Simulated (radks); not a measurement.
Sc4+, configuration [Ne] 3s2 3p5. All-electron calculation, scalar-relativistic Kohn-Sham, r2SCAN, spin-unpolarised, spherical densities, finite nucleus; meta-GGA in the generalised Kohn-Sham scheme; Fermi nuclear charge, rms radius 3.5459 fm. Program: a radial shooting solver on a logarithmic mesh with Libxc functionals. Some entries of the table are withheld. Estimate them.

orbital,occ.,eigenvalue (eV),<r^2> (bohr^2),<r> (bohr)
1s,2,(1),0.007180,0.07305
2s,2,(2),0.1385,0.3421
2p,6,-449.2352,(3),0.3069
3s,2,-107.3944,1.223,1.034
3p,5,(4),1.379,(5)

Answer. 
(1) 1s eigenvalue (eV): -4473.205
(2) 2s eigenvalue (eV): -537.6251
(3) 2p <r^2> (bohr^2): 0.1163
(4) 3p eigenvalue (eV): -84.0733
(5) 3p <r> (bohr): 1.090
